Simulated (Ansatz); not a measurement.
Reaction (redistribution): `BC1=CB1` + `CBO[SiH2]F` → `BO[SiH2]F` + `CBC1=CB1`

Isolated molecules relaxed with PBE0-D4/def2-TZVP in Ansatz; ΔE leaves out vibrations. CBS: MP2 limit from def2 TZ/QZ plus the TZ coupled-cluster correction, frozen cores. DFT in def2-TZVPP. B3LYP here is the variant with VWN-RPA as its local correlation; programs differ in this. One conformer a species, not always the lowest.

```json
{"level": "PBE-D4", "ΔE (kcal/mol)": "3.8", "difference from CCSD(T)/CBS": "1.8"}
{"level": "r2SCAN-D4", "ΔE (kcal/mol)": "3.4", "difference from CCSD(T)/CBS": "1.4"}
{"level": "PBE0-D4", "ΔE (kcal/mol)": "2.7", "difference from CCSD(T)/CBS": "0.7"}
{"level": "B3LYP-D4", "ΔE (kcal/mol)": "0.6", "difference from CCSD(T)/CBS": "-1.4"}
{"level": "ωB97X-V", "ΔE (kcal/mol)": "0.9", "difference from CCSD(T)/CBS": "-1.1"}
{"level": "ωB97M-V", "ΔE (kcal/mol)": "2.1", "difference from CCSD(T)/CBS": "0.1"}
{"level": "B2PLYP", "ΔE (kcal/mol)": "1.0", "difference from CCSD(T)/CBS": "-1.0"}
{"level": "PBE", "ΔE (kcal/mol)": "3.7", "difference from CCSD(T)/CBS": "1.7"}
{"level": "r2SCAN", "ΔE (kcal/mol)": "3.4", "difference from CCSD(T)/CBS": "1.4"}
{"level": "PBE0", "ΔE (kcal/mol)": "2.7", "difference from CCSD(T)/CBS": "0.7"}
{"level": "B3LYP", "ΔE (kcal/mol)": "0.5", "difference from CCSD(T)/CBS": "-1.5"}
{"level": "HF/def2-TZVPP", "ΔE (kcal/mol)": "-4.8", "difference from CCSD(T)/CBS": "-6.8"}
{"level": "MP2/def2-TZVPP", "ΔE (kcal/mol)": "2.4", "difference from CCSD(T)/CBS": "0.4"}
{"level": "SCS-MP2/def2-TZVPP", "ΔE (kcal/mol)": "0.9", "difference from CCSD(T)/CBS": "-1.1"}
{"level": "CCSD/def2-TZVPP", "ΔE (kcal/mol)": "0.8", "difference from CCSD(T)/CBS": "-1.2"}
{"level": "CCSD(T)/def2-TZVPP", "ΔE (kcal/mol)": "1.9", "difference from CCSD(T)/CBS": "-0.1"}
{"level": "HF/def2-QZVPP", "ΔE (kcal/mol)": "-4.7", "difference from CCSD(T)/CBS": "-6.7"}
{"level": "MP2/def2-QZVPP", "ΔE (kcal/mol)": "2.4", "difference from CCSD(T)/CBS": "0.4"}
{"level": "SCS-MP2/def2-QZVPP", "ΔE (kcal/mol)": "0.9", "difference from CCSD(T)/CBS": "-1.1"}
{"level": "HF/CBS(def2)", "ΔE (kcal/mol)": "-4.7", "difference from CCSD(T)/CBS": "-6.7"}
{"level": "MP2/CBS(def2)", "ΔE (kcal/mol)": "2.4", "difference from CCSD(T)/CBS": "0.4"}
{"level": "CCSD/CBS(def2)", "ΔE (kcal/mol)": "0.8", "difference from CCSD(T)/CBS": "-1.2"}
{"level": "CCSD(T)/CBS", "ΔE (kcal/mol)": "2.0", "difference from CCSD(T)/CBS": "0"}
```

Largest T1 diagnostic among the species: 0.013.

In def2-TZVPP, CCSD(T) changes the Hartree–Fock value by +6.7 kcal/mol (the triples alone add +1.1 kcal/mol) and MP2 by +7.2 kcal/mol. From PBE to PBE0 (25 % exact exchange), in def2-TZVPP and without D4, ΔE moves by −1.0 kcal/mol.
